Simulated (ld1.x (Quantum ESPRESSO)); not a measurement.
**Configuration tests for Te (TM)**

```json
{"Element": "Te (Z = 52)", "Generator": "ld1.x (Quantum ESPRESSO) 7.5", "Type": "norm-conserving Troullier–Martins (Kleinman–Bylander form)", "Functional": "PBE", "Relativity": "scalar-relativistic", "Frozen core": "[Kr] 4d10", "Valence charge": "6", "Reference configuration": "5s2 5p3.5 (charge +0.5)", "Partial waves": "5s (bound): rc 1.90 bohr; 5p (bound): rc 2.15 bohr; 5d channel at 0.3 Ry: rc 1.60 bohr", "Local potential": "all-electron potential smoothed inside 1.25 bohr (lloc = -1)", "Core correction": "a·sin(br)/r model core, default radius (core density twice the valence density)"}
```

Energies are relative to the spin-unpolarised reference configuration 5s2 5p3.5; without spin polarisation the order of configurations can differ from experiment. Not all tests gave a result: 1 of 7 tests not solved or not reliable. Left out of the table: 5s2 5p1 (solver errors, printed error -111 eV).

```
valence configuration  charge  ΔE all-electron (eV)  error AE − PS (meV)
              5s2 5p4       0                -3.897                 +0.2
              5s2 5p3      +1                 5.831                 -2.8
            5s2 5p4.3    -0.3                -5.366                 -0.3
              5s1 5p5       0                 5.357                 -9.8
              5s2 5p0      +4                87.137                 -202
```

Q: What are ΔE and the potential's error for 5s2 5p2?

A: ΔE = 23.756 eV all-electron; the error (AE − PS) is -24 meV.

Levels in the configuration 5s2 5p3:

```csv
level,all-electron (eV),pseudo (eV)
5s,-23.443,-23.454
5p,-13.682,-13.689
```

Note: ghost states, extra bound levels that the all-electron valence spectrum of the same l lacks: d at -186.2 eV, s at -182.2 eV, p at -42.0 eV. A true bound ghost makes a file unfit for plane-wave use.
